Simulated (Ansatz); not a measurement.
Calculated with Ansatz (gas phase, PBE0-D4/def2-TZVP geometries, no zero-point term in ΔE). CCSD(T)/CBS is the MP2 limit (def2-TZVPP, def2-QZVPP) plus CCSD(T) − MP2 in def2-TZVPP, frozen cores. This one scheme is used for every species. Functionals use def2-TZVPP. B3LYP here is the variant with VWN-RPA as its local correlation; programs differ in this. Open shells (•) are unrestricted, without spin–orbit coupling. One conformer a species, not always the lowest.

Consider the homolysis of the Si–Si bond: `C[SiH](N)[SiH2]N` → `N[SiH2]`• + `C[SiH]N`•.

`C[SiH](N)[SiH2]N`:

Z-matrix (Å, degrees):
```
C
Si 1 1.871
H 1 1.092 2 111.1
H 1 1.093 2 110.5 3 120.3
H 1 1.094 2 110.9 3 -120.4
N 2 1.733 1 108.9 3 59.2
Si 2 2.353 1 113.4 3 -55.3
H 2 1.500 1 106.8 3 -176.6
H 6 1.009 2 117.5 1 -162.7
H 6 1.009 2 119.8 1 58.5
N 7 1.732 2 105.0 1 111.1
H 7 1.500 2 110.3 1 -13.7
H 7 1.490 2 113.3 1 -131.7
H 11 1.009 7 117.5 2 -43.2
H 11 1.008 7 120.1 2 177.2
```

`N[SiH2]`•:

Z-matrix (Å, degrees):
```
N
Si 1 1.725
H 1 1.008 2 119.9
H 1 1.008 2 119.9 3 143.6
H 2 1.493 1 107.3 3 167.6
H 2 1.493 1 107.3 3 48.9
```

`C[SiH]N`•:

Cartesian coordinates in Å:
```
C 0.460 0.877 0.926
Si -0.787 -0.313 0.186
N -0.251 -0.759 -1.397
H 1.454 0.421 0.954
H 0.170 1.146 1.944
H 0.520 1.799 0.343
H -0.853 -1.587 0.969
H -0.684 -1.545 -1.858
H -0.029 -0.038 -2.067
```

(1) What is ΔE at CCSD(T)/CBS? (Best estimate.)

(2) What do these levels give: r2SCAN-D4, B3LYP-D4, ωB97X-V, ωB97M-V, B2PLYP, r2SCAN, B3LYP, MP2/def2-TZVPP, SCS-MP2/def2-TZVPP, SCS-MP2/def2-QZVPP, MP2/CBS(def2), CCSD/CBS(def2)? (Best estimate.)

Largest T1 diagnostic among the species: 0.015.

Answers

(1) The calculation gave: +76.9 kcal/mol.

(2) Ansatz gave: r2SCAN-D4 69.0, B3LYP-D4 71.3, ωB97X-V 77.2, ωB97M-V 77.0, B2PLYP 70.8, r2SCAN 68.2, B3LYP 66.9, MP2/def2-TZVPP 75.5, SCS-MP2/def2-TZVPP 75.7, SCS-MP2/def2-QZVPP 76.9, MP2/CBS(def2) 77.7, CCSD/CBS(def2) 75.6 kcal/mol.

In def2-TZVPP, CCSD(T) changes the Hartree–Fock value by +20.4 kcal/mol (the triples alone add +1.3 kcal/mol) and MP2 by +21.1 kcal/mol; breaking electron pairs costs correlation energy, which Hartree–Fock lacks. From PBE to PBE0 (25 % exact exchange), in def2-TZVPP and without D4, ΔE moves by +2.3 kcal/mol. The D4 term adds +4.4 kcal/mol with B3LYP and +2.5 kcal/mol with PBE0; it sums over pairs of atoms, weighted by their polarisabilities, and B3LYP, whose exchange is more repulsive, gets the larger term.
